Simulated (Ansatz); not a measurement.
Born–Oppenheimer molecular dynamics of ClGaH₃N (6 atoms, charge 0, multiplicity 1). It starts from a relaxed structure.

Computed with Ansatz, RKS PBE0/def2-SVP.

* ensemble: NVT, Langevin thermostat
* time step: 1 fs
* steps asked: 500
* set temperature: 1500 K
* friction: 0.05 /fs
* seed: 728946

First frame:

```xyz
6
Properties=species:S:1:pos:R:3
Ga -0.062 -0.045 0.027
H 0.046 -0.365 1.538
Cl 1.710 0.400 -1.119
N -1.581 -0.001 -0.935
H -2.501 -0.199 -0.561
H -1.603 0.211 -1.925
```

Task: How far do the bonds stretch over the last three quarters of this one trajectory? (Pairs bonded in most of those frames.)

Result: 
```csv
bond,mean (Å),spread (Å),shortest,longest
Ga1–H2,1.585,0.082,1.39,1.79
Ga1–Cl3,2.200,0.115,2.01,2.46
Ga1–N4,1.836,0.079,1.67,2.02
N4–H5,1.031,0.056,0.91,1.19
N4–H6,1.036,0.069,0.88,1.23
```

Mean temperature of the second half: 1845 K. The mean temperature of the second half is 23 % above the set value. A run of 0.5 ps of so small a system gives no equilibrium averages.

Time of the run: 7.2 min on 2 threads of Intel(R) Xeon(R) 6975P-C (Granite Rapids), with other jobs on the host, peak memory 0.17 GiB.
